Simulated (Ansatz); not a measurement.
Reaction (redistribution): `O[SiH](P)S` + `C[SiH2][GeH2][OH]` → `C[SiH2][GeH2][PH2]` + `O[SiH](O)S`

Isolated molecules relaxed with PBE0-D4/def2-TZVP in Ansatz; ΔE leaves out vibrations. CCSD(T)/CBS is the MP2 limit (def2-TZVPP, def2-QZVPP) plus CCSD(T) − MP2 in def2-TZVPP, frozen cores. Functionals use def2-TZVPP. B3LYP here is the variant with VWN-RPA as its local correlation; programs differ in this. For Ge outer-core shells are correlated without core-valence functions, which leaves a few kJ/mol of doubt a bond. Scalar relativity is left out up to krypton. One conformer a species, not always the lowest.

`O[SiH](P)S`:

Cartesian coordinates in Å:
```
O -1.689 0.303 0.579
Si -0.287 -0.132 -0.160
P 1.363 1.307 0.355
S 0.474 -2.016 0.502
H -1.706 0.274 1.538
H -0.645 -0.199 -1.594
H 0.785 2.347 -0.421
H 2.196 0.850 -0.702
H -0.492 -2.734 -0.098
```

`C[SiH2][GeH2][OH]`:

```xyz
12

C     0.507    0.829    1.635
Si   -0.653    0.827    0.164
Ge   -0.440   -1.211   -1.066
O     1.267   -1.393   -1.598
H     0.242    0.035    2.336
H     0.463    1.783    2.165
H     1.535    0.662    1.308
H    -0.326    1.951   -0.760
H    -2.069    0.995    0.596
H    -0.673   -2.466   -0.208
H    -1.360   -1.266   -2.308
H     1.507   -0.744   -2.263
```

`C[SiH2][GeH2][PH2]`:

Cartesian coordinates in Å:
```
C -1.679 0.513 -0.988
Si -0.107 1.352 -0.402
Ge 1.484 -0.267 0.317
P 0.516 -1.531 2.019
H -1.472 -0.160 -1.823
H -2.130 -0.071 -0.183
H -2.410 1.253 -1.320
H -0.399 2.257 0.744
H 0.485 2.172 -1.495
H 1.944 -1.160 -0.853
H 2.736 0.401 0.918
H 1.446 -2.600 1.919
H -0.413 -2.160 1.146
```

`O[SiH](O)S`:

Z-matrix (Å, degrees):
```
Si
O 1 1.629
S 1 2.137 2 115.3
O 1 1.641 2 106.1 3 -122.0
H 1 1.476 2 107.0 3 115.4
H 2 0.959 1 117.6 3 88.8
H 3 1.345 1 94.4 2 -64.7
H 4 0.959 1 116.5 2 161.4
```

```tsv
level	ΔE (kJ/mol)	difference from CCSD(T)/CBS
PBE-D4	-88.8	11.5
r2SCAN-D4	-97.3	3.0
PBE0-D4	-95.3	5.0
B3LYP-D4	-96.9	3.4
ωB97X-V	-94.1	6.2
ωB97M-V	-99.7	0.6
B2PLYP	-97.8	2.5
PBE	-88.2	12.1
r2SCAN	-97.0	3.3
PBE0	-94.8	5.5
B3LYP	-96.1	4.2
HF/def2-TZVPP	-103.6	-3.3
MP2/def2-TZVPP	-101.4	-1.1
SCS-MP2/def2-TZVPP	-98.5	1.8
CCSD/def2-TZVPP	-101.2	-0.9
CCSD(T)/def2-TZVPP	-99.6	0.7
HF/def2-QZVPP	-103.6	-3.3
MP2/def2-QZVPP	-101.8	-1.5
SCS-MP2/def2-QZVPP	-98.7	1.6
HF/CBS(def2)	-103.6	-3.3
MP2/CBS(def2)	-102.2	-1.9
CCSD/CBS(def2)	-101.9	-1.6
CCSD(T)/CBS	-100.3	0
```

Largest T1 diagnostic among the species: 0.013.

From PBE to PBE0 (25 % exact exchange), in def2-TZVPP and without D4, ΔE moves by −6.5 kJ/mol.
